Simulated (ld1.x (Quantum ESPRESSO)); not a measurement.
## Before and after: TM potential for manganese

ld1.x (Quantum ESPRESSO) 7.5 input, shortened:

```
&input
   title='Mn', zed=25., rel=1, dft='PBE', iswitch=3,
   config='[Ar] 3d6 4s1 4p0'
 /
 &inputp
   pseudotype=2, tm=.true., lloc=-1, rcloc=1.25,
   nlcc=.false.
 /
3
3S  1  0   2.00   0.00  1.15  1.15  0.0
3P  2  1   6.00   0.00  0.90  0.90  0.0
3D  3  2   6.00   0.00  1.40  1.40  0.0
 &test
   configts(1)='3s2 3p6 3d6 4s1 4p0'
 /
```

Occupied shells without a wave of their own: 4s. They enter only through the test configuration that unscreens the potential.

All-electron outer shells of the reference configuration (PBE, scalar-relativistic, ld1.x):

| shell | level (eV) | outermost node (bohr) | outermost maximum (bohr) |
| --- | --- | --- | --- |
| 2s | -739.19 | 0.08 | 0.23 |
| 2p | -625.48 | – | 0.19 |
| 3s | -81.62 | 0.34 | 0.74 |
| 3p | -50.47 | 0.31 | 0.75 |
| 4s | -4.13 | 1.06 | 2.63 |
| 3d | -3.37 | – | 0.77 |
| 4p | -0.93 | 1.18 | 3.83 |

Change: wave 3s (bound): rc 1.15 bohr becomes 3s (bound): rc 1.76 bohr.

Cutoffs: the cutoffs (Ry, on a coarse ladder) from which the occupation-weighted sum of valence levels, in a spherical-Bessel basis at the reference potential, stays within 10 and 1 mRy of its value at 400 Ry; they do not see the model core or the augmentation charge, which bear on the density cutoff. Errors are all-electron minus pseudo energies relative to the spin-unpolarised reference configuration.

Question: How do hardness, ghosts and transferability respond?

Answer: The potential gets softer (140 Ry and 230 Ry → 120 Ry and 230 Ry); the miss of the reference levels goes from 0.03 to 0.27 eV; of the 7 tests that both files solve, the error grows in 7 and shrinks in 0 by more than 15 % and 0.3 meV (median size 19.3 → 371.1 meV); neither file shows a bound ghost. A larger radius leaves more room for a smooth pseudo-wave, so fewer plane waves are needed. More of the atom is replaced by a form fitted at one configuration, so other configurations suffer.

| quantity | base | changed |
| --- | --- | --- |
| cutoff, loose | 140 Ry | 120 Ry |
| cutoff, tight | 230 Ry | 230 Ry |
| loose cutoff by channel (10 mRy a level) | s 60 Ry, p 80 Ry, d 100 Ry | s 18 Ry, p 80 Ry, d 100 Ry |
| bound ghosts | none | none |
| largest miss of a reference level, eV | 0.03 | 0.27 |
| error for 3s2 3p6 3d5 4s2 4p0, meV [ΔE 0.36 eV] | -33 | +371 |
| error for 3s2 3p6 3d5 4s1 4p0, meV [ΔE 8.77 eV] | -0.2 | +3.6 |
| error for 3s2 3p6 3d5 4s0 4p0, meV [ΔE 24.37 eV] | +55 | -618 |
| error for 3s2 3p6 3d5 4s1 4p1, meV [ΔE 4.22 eV] | +3.6 | +17 |
| error for 3s2 3p6 3d4 4s0 4p0, meV [ΔE 56.89 eV] | +86 | -917 |
| error for 3s2 3p6 3d5.5 4s1.5 4p0, meV [ΔE -0.12 eV] | -15 | +157 |
| error for 3s2 3p6 3d4 4s2 4p1, meV [ΔE 8.16 eV] | -19 | +634 |

Changed file: The 4s level has no wave, so the channel is fitted at the deeper level alone: the likely source of the large errors.
